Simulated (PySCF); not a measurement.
PySCF 2.14 output of an unrestricted BHandHLYP calculation on a single atom or ion in aug-cc-pwCVTZ-PP with ECP28MDF, with scalar relativity through the core potential:

```
SCF conv_tol = 1e-09
number electrons alpha = 12  beta = 10
    A. D. Becke.,  J. Chem. Phys. 98, 1372 (1993)
    Defined through Gaussian implementation.
cycle= 1 E= -214.032318202354  delta_E= -0.00472  |g|= 0.0142  |ddm|= 0.748
cycle= 2 E= -214.032479703622  delta_E= -0.000162  |g|= 0.00416  |ddm|= 0.245
cycle= 3 E= -214.032504514159  delta_E= -2.48e-05  |g|= 0.00249  |ddm|= 0.0747
cycle= 4 E= -214.032514258975  delta_E= -9.74e-06  |g|= 0.000649  |ddm|= 0.0372
cycle= 5 E= -214.03251915093  delta_E= -4.89e-06  |g|= 0.000299  |ddm|= 0.0217
cycle= 6 E= -214.032520844062  delta_E= -1.69e-06  |g|= 5.48e-05  |ddm|= 0.0152
cycle= 7 E= -214.032520884069  delta_E= -4e-08  |g|= 4.48e-06  |ddm|= 0.00334
cycle= 8 E= -214.03252088415  delta_E= -8.12e-11  |g|= 7.46e-07  |ddm|= 0.00058
converged SCF energy = -214.03252088415  <S^2> = 2.003387  2S+1 = 3.0022571
```

The run itself started from symmetry-adapted Hartree-Fock orbitals and held the occupation by maximum overlap, on a logarithmic radial grid, so the iterations belong to that start.

**Question.** Which element, charge and spin multiplicity is this?

**Answer.** Sn (tin, neutral), multiplicity 3; the state was [Kr] 4d10 5s2 5p1 6s1, high-spin 3P determinant (an excited configuration).

Energies and moments cover only the electrons outside the core potential. The outer electron is Rydberg-like, and this basis confines it to a smaller radius and binds it less than a complete one would.
